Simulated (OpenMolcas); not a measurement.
Hf II: effect of the IPEA shift

- Program: OpenMolcas 26.06
- Basis: ANO-RCC-VTZP [8s7p5d3f2g1h]
- Scalar Hamiltonian: DKH2, point nucleus
- Active space: 3 electrons in 6 orbitals (5d 6s)
- State averaging: 2S+1 = 4 even, 20 roots; 2S+1 = 2 even, 65 roots
- Spin-orbit coupling: RASSI with atomic mean-field integrals over the reference wave functions, term energies averaged over their components

Methods on the same reference wave functions:
A. CASSCF
B. MS-CASPT2, IPEA 0 Eh, imaginary shift 0.1 Eh (closed shells correlated: 5s 5p)
C. MS-CASPT2, IPEA 0.25 Eh, imaginary shift 0.1 Eh (closed shells correlated: 5s 5p)

Energies in cm-1 above 5d 6s2 2D 3/2, the measured ground level; measured values from NIST Handbook of Basic Atomic Spectroscopic Data.

```csv
Level,A,B,C,Measured
5d2 6s 4F 3/2 [74 %],-2387,4190,3570,3645
5d2 6s 4F 5/2,-906,5390,4820,4905
5d 6s2 2D 3/2 [73 %],0.0,0.0,0.0,0.0
5d2 6s 4F 7/2,1069,7040,6370,6344
5d 6s2 2D 5/2,2085,3000,2900,3051
5d2 6s 4F 9/2,3132,9110,8440,8362
5d2 6s 4P 1/2,8153,12580,12340,
5d2 6s 4P 3/2,9124,13710,13390,
5d2 6s 4P 5/2 [70 %],10081,14120,13910,13486
5d2 6s 2F 5/2,11001,12060,12160,
5d2 6s 2P 1/2,11523,14300,14670,
5d2 6s 2F 7/2 [57 %],13221,15070,15150,
5d3 4F 3/2 [74 %],13235,19020,18600,
5d2 6s 2G 9/2,14467,18140,17940,
5d3 4F 5/2,14484,20440,19920,
5d3 4F 7/2,16488,22120,21610,
5d2 6s 2D 5/2 [62 %],16601,18020,17870,
5d3 4F 9/2,18255,23740,23280,
5d3 4P 1/2,23630,27400,27380,
5d3 4P 3/2,24292,27580,27720,
5d3 4P 5/2,25420,29340,29270,
5d3 2G 7/2,26661,28930,29090,
5d3 2H 11/2,28509,32740,32200,
5d3 2D 3/2 [72 %],30261,30820,31330,
```

A puts 5d2 6s 4F 3/2 [74 %] lowest.

Deviations, from unrounded energies. A percentage is the sum of absolute deviations over the sum of measured energies, with the sign that they share, or ± where signs differ.

```tsv
Against measurement	Levels	A	B	C
mean absolute deviation (cm-1)	6	4500	530	140
fine structure of the ground term (%)	1	-31.7	-1.8	-5.0
other configurations (%)	5	-70.1	+8.4	±1.9
```

C lies closest to measurement on these levels and A furthest from it. The largest miss of C in the table is 5d2 6s 4P 5/2 [70 %], by +420 cm-1. The ranking rests on the paired levels alone, and a cruder setting can come out closer through cancelling errors.

Between B and C the level of the table that moves most is 5d2 6s 4F 9/2, by 670 cm-1 (lowest in C, highest in B). Moves below CASPT2's spread within the term are not significant.

The mean deviations of B to C differ by less than CASPT2's widest spread within a term (1200 cm-1), so their order carries little weight.

The lowest spin-free term lies below A's lowest term by 0.268 hartree in B, 0.258 hartree in C.

Term energies are means over components that CASPT2 splits; among the terms shown or strongly mixed into the levels shown the widest spread is 1200 cm-1 (5d2 6s 2F, B). Over all roots computed the reference weight is 0.87 to 0.95 in B; the roots of lowest weight are the least certain, and an intruder state may touch them. Configurations are named by rounded mean occupations; where the s occupation lies near a half they are strongly mixed, a name can repeat and a true partner stay unpaired. A single d shell beside an s shell can misplace configurations of different d count against each other. The CASPT2 spread within a term exceeds the gap to the next term for 5d2 6s 2F and 5d2 6s 4P, 5d3 2D and 5d3 2H, so the order of their levels is uncertain, and so are names and mixing where such terms share a J (figures for B; the like holds for C). Without dynamic correlation excited terms often stand tens of per cent too high (terms of higher spin than the ground term too low), and those without a measured partner can miss by more than the paired ones (holds for A). Some levels mix across a computed gap that differs much from the measured one, so their mixing is not that of the real levels (holds for A). The lowest computed level is not the ground level that NIST lists (2D3/2) (holds for A). The lowest spin-free term belongs to 5d 6s2, not to the configuration of the lowest level (holds for A). Measured partners are found by configuration, term and J. A level has none where our copy of the source lacks it or the pairing is in doubt (some pairs that miss far off the trend of their configuration count as doubtful), and it then counts in no deviation. Levels of configurations outside the active space are missing. The table leaves out levels that lie high or whose names do not pair safely across all columns.

A share in square brackets marks a mixed level and gives the weight of the term that names it, the lowest over the columns.
